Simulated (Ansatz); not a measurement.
GaSiH7S, singlet: a relaxation.

in.yaml

```yaml
crystal:
  periodic: [false, false, false]
  atoms:
    - {symbol: Ga, position_ang: [-0.341544, -1.268219, -0.054296]}
    - {symbol: Si, position_ang: [1.254992, 0.650483, -0.381769]}
    - {symbol: H, position_ang: [-0.732987, -1.851931, -1.448819]}
    - {symbol: H, position_ang: [-0.109412, -1.936931, 1.338074]}
    - {symbol: H, position_ang: [-0.944491, 0.602591, 0.028332]}
    - {symbol: S, position_ang: [-2.192324, 0.422283, 0.297820]}
    - {symbol: H, position_ang: [1.059223, 1.556781, -1.560599]}
    - {symbol: H, position_ang: [1.561350, 1.528430, 0.796588]}
    - {symbol: H, position_ang: [2.442006, -0.212489, -0.646921]}
    - {symbol: H, position_ang: [-1.996913, 0.508802, 1.631491]}
basis:
  gaussian: {orbitals: def2-TZVP}
hamiltonian: {xc: pbe0, dispersion: d4}
relax: {f_tol: 0.005, max_steps: 200}
```

Launched with

```bash
ansatz run in.yaml --threads 4 --pin off --events-out ev --progress --plain --max-ram 9574MiB
```

Output of Ansatz 0.2.0:

```
Functional definition: PBE0
  name "PBE0"
  cite "Adamo & Barone, J. Chem. Phys. 110, 6158 (1999) doi:10.1063/1.478522"
  cite "Perdew, Burke & Ernzerhof, Phys. Rev. Lett. 77, 3865 (1996) doi:10.1103/PhysRevLett.77.3865"
  parent pbe
  parameter a = 0.25
  parameter kappa = 0.804
  parameter beta = 0.06672455060314922
  exchange = (1 - a)*pbe_x(kappa = kappa, mu = beta*pi^2/3) + a*exact_x
  correlation = pbe_c(beta = beta)
1260 factors; their error is unknown
mean field evaluation 1: about -71189.0010 eV, gradient 2.6e1 eV
mean field evaluation 2: about -71189.3039 eV, gradient 3.0e1 eV
mean field evaluation 4: about -71190.1476 eV, gradient 8.9e-1 eV
mean field evaluation 8: about -71190.3895 eV, gradient 1.7e-1 eV
mean field evaluation 16: about -71190.3896 eV, gradient 5.2e-5 eV
mean field -71190.38958217 eV, -2616.1985625657 hartree, gradient 5.2e-5 eV, S^2 0.000000; 0 other end points of the search recorded, 0 dependent functions left out
the calculation of the forces begins
reference -71190.38961682 eV, -2616.1985638390 hartree; 34, 34 occupied and 130, 130 virtual orbitals, 1260 factors
relax step   1: F+E_penalty+E_count = -71190.59617596 eV  Δ(F+E_penalty+E_count) = +0.000e0 eV  max|allowed force component| = 3.347e0 eV/Å  Δτ_max = 0.0000 Å  (25 SCF iters, accepted)
relax step   2: F+E_penalty+E_count = -71191.00753750 eV  Δ(F+E_penalty+E_count) = -4.114e-1 eV  max|allowed force component| = 4.862e-1 eV/Å  Δτ_max = 0.1948 Å  (29 SCF iters, accepted)
relax step   3: F+E_penalty+E_count = -71191.12678314 eV  Δ(F+E_penalty+E_count) = -1.192e-1 eV  max|allowed force component| = 1.005e0 eV/Å  Δτ_max = 0.1966 Å  (29 SCF iters, accepted)
relax step   4: F+E_penalty+E_count = -71191.23634407 eV  Δ(F+E_penalty+E_count) = -1.096e-1 eV  max|allowed force component| = 8.569e-1 eV/Å  Δτ_max = 0.1954 Å  (29 SCF iters, accepted)
relax step   5: F+E_penalty+E_count = -71191.32338153 eV  Δ(F+E_penalty+E_count) = -8.704e-2 eV  max|allowed force component| = 6.409e-1 eV/Å  Δτ_max = 0.2000 Å  (28 SCF iters, accepted)
relax step   6: F+E_penalty+E_count = -71191.37648039 eV  Δ(F+E_penalty+E_count) = -5.310e-2 eV  max|allowed force component| = 4.847e-1 eV/Å  Δτ_max = 0.1957 Å  (28 SCF iters, accepted)
relax step   7: F+E_penalty+E_count = -71191.31171352 eV  Δ(F+E_penalty+E_count) = +6.477e-2 eV  max|allowed force component| = 9.906e-1 eV/Å  Δτ_max = 0.2000 Å  (29 SCF iters, rejected (line search))
relax step   8: F+E_penalty+E_count = -71191.40044264 eV  Δ(F+E_penalty+E_count) = -2.396e-2 eV  max|allowed force component| = 2.463e-1 eV/Å  Δτ_max = 0.0963 Å  (28 SCF iters, accepted)
relax step   9: F+E_penalty+E_count = -71191.40719542 eV  Δ(F+E_penalty+E_count) = -6.753e-3 eV  max|allowed force component| = 4.541e-2 eV/Å  Δτ_max = 0.1000 Å  (28 SCF iters, accepted)
relax step  10: F+E_penalty+E_count = -71191.41051337 eV  Δ(F+E_penalty+E_count) = -3.318e-3 eV  max|allowed force component| = 2.636e-1 eV/Å  Δτ_max = 0.1463 Å  (28 SCF iters, accepted)
relax step  11: F+E_penalty+E_count = -71191.41435096 eV  Δ(F+E_penalty+E_count) = -3.838e-3 eV  max|allowed force component| = 1.698e-1 eV/Å  Δτ_max = 0.0542 Å  (28 SCF iters, accepted)
relax step  12: F+E_penalty+E_count = -71191.42013030 eV  Δ(F+E_penalty+E_count) = -5.779e-3 eV  max|allowed force component| = 2.145e-2 eV/Å  Δτ_max = 0.1225 Å  (28 SCF iters, accepted)
relax step  13: F+E_penalty+E_count = -71191.42145843 eV  Δ(F+E_penalty+E_count) = -1.328e-3 eV  max|allowed force component| = 1.244e-1 eV/Å  Δτ_max = 0.0846 Å  (28 SCF iters, accepted)
relax step  14: F+E_penalty+E_count = -71191.41705956 eV  Δ(F+E_penalty+E_count) = +4.399e-3 eV  max|allowed force component| = 4.727e-1 eV/Å  Δτ_max = 0.1184 Å  (27 SCF iters, rejected (line search))
relax step  15: F+E_penalty+E_count = -71191.42406482 eV  Δ(F+E_penalty+E_count) = -2.606e-3 eV  max|allowed force component| = 1.897e-2 eV/Å  Δτ_max = 0.0592 Å  (29 SCF iters, accepted)
relax step  16: F+E_penalty+E_count = -71191.42369123 eV  Δ(F+E_penalty+E_count) = +3.736e-4 eV  max|allowed force component| = 3.285e-2 eV/Å  Δτ_max = 0.0101 Å  (29 SCF iters, rejected (line search))
relax step  17: F+E_penalty+E_count = -71191.42417785 eV  Δ(F+E_penalty+E_count) = -1.130e-4 eV  max|allowed force component| = 8.170e-3 eV/Å  Δτ_max = 0.0049 Å  (22 SCF iters, accepted)
relax step  18: F+E_penalty+E_count = -71191.42498571 eV  Δ(F+E_penalty+E_count) = -8.079e-4 eV  max|allowed force component| = 6.541e-3 eV/Å  Δτ_max = 0.0500 Å  (27 SCF iters, accepted)
relax step  19: F+E_penalty+E_count = -71191.42536535 eV  Δ(F+E_penalty+E_count) = -3.796e-4 eV  max|allowed force component| = 1.051e-1 eV/Å  Δτ_max = 0.0740 Å  (29 SCF iters, accepted)
relax step  20: F+E_penalty+E_count = -71191.42563133 eV  Δ(F+E_penalty+E_count) = -2.660e-4 eV  max|allowed force component| = 3.588e-2 eV/Å  Δτ_max = 0.0088 Å  (29 SCF iters, accepted)
relax step  21: F+E_penalty+E_count = -71191.42574639 eV  Δ(F+E_penalty+E_count) = -1.151e-4 eV  max|allowed force component| = 2.026e-3 eV/Å  Δτ_max = 0.0156 Å  (29 SCF iters, accepted)
relax step  22: F+E_penalty+E_count = -71191.42577653 eV  Δ(F+E_penalty+E_count) = -3.014e-5 eV  max|allowed force component| = 1.482e-2 eV/Å  Δτ_max = 0.0316 Å  (29 SCF iters, accepted)
relax step  23: F+E_penalty+E_count = -71191.42578459 eV  Δ(F+E_penalty+E_count) = -8.062e-6 eV  max|allowed force component| = 7.856e-3 eV/Å  Δτ_max = 0.0034 Å  (24 SCF iters, accepted)
relax step  24: F+E_penalty+E_count = -71191.42580072 eV  Δ(F+E_penalty+E_count) = -1.613e-5 eV  max|allowed force component| = 3.526e-4 eV/Å  Δτ_max = 0.0017 Å  (23 SCF iters, accepted)
Total energy: -71191.42583649 eV, -2616.2366442094 hartree
Atom 0 at    -0.155904    -1.323113    -0.101804 Å, force    -0.000151     0.000294     0.000060 eV/Å
Atom 1 at     1.453098     0.462152    -0.321521 Å, force    -0.000329    -0.000148    -0.000061 eV/Å
Atom 2 at    -0.852289    -1.900625    -1.392031 Å, force     0.000096    -0.000041     0.000051 eV/Å
Atom 3 at    -0.185269    -2.181539     1.219301 Å, force     0.000177    -0.000023    -0.000208 eV/Å
Atom 4 at    -2.007450     1.127488    -0.375267 Å, force     0.000082     0.000190    -0.000031 eV/Å
Atom 5 at    -2.157181     0.184512     0.570970 Å, force    -0.000299    -0.000353     0.000068 eV/Å
Atom 6 at     1.009638     1.471125    -1.332636 Å, force     0.000286    -0.000047    -0.000225 eV/Å
Atom 7 at     1.607576     1.216350     0.960704 Å, force     0.000135     0.000185     0.000062 eV/Å
Atom 8 at     2.817044     0.016257    -0.726830 Å, force    -0.000045    -0.000081     0.000140 eV/Å
Atom 9 at    -1.529364     0.927193     1.499014 Å, force     0.000048     0.000023     0.000146 eV/Å
Dipole moment:    -0.442080     0.427955     0.158991 e Å

[the SCF lines of later steps are left out]
```

The lines “mean field evaluation” count trial sets of orbitals through the whole run, from several starts and some on an approximate energy, so they need not fall steadily or lie above the final value.

The run took about 65 s on 4 CPU threads of an Arm Neoverse V1 (shared host).
